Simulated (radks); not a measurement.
Task: All-electron atom: the titanium ion Ti15+ in [He] 2s2 2p3. All-electron calculation, Dirac Kohn-Sham, BLYP, spin-unpolarised, spherical densities, finite nucleus; open shells fill j = l - 1/2 first; Fermi nuclear charge, rms radius 3.5921 fm. Program: a radial shooting solver on a logarithmic mesh with Libxc functionals. Some entries of the table are withheld. Estimate them.

orbital,occ.,eigenvalue (hartree),r(max) (bohr)
1s1/2,2,-202.9594,0.04550
2s1/2,2,(1),(2)
2p1/2,2,(3),(4)
2p3/2,1,(5),(6)

Result: 
(1) 2s1/2 eigenvalue (hartree): -39.26594
(2) 2s1/2 r(max) (bohr): 0.2583
(3) 2p1/2 eigenvalue (hartree): -36.75685
(4) 2p1/2 r(max) (bohr): 0.2057
(5) 2p3/2 eigenvalue (hartree): -36.50042
(6) 2p3/2 r(max) (bohr): 0.2077
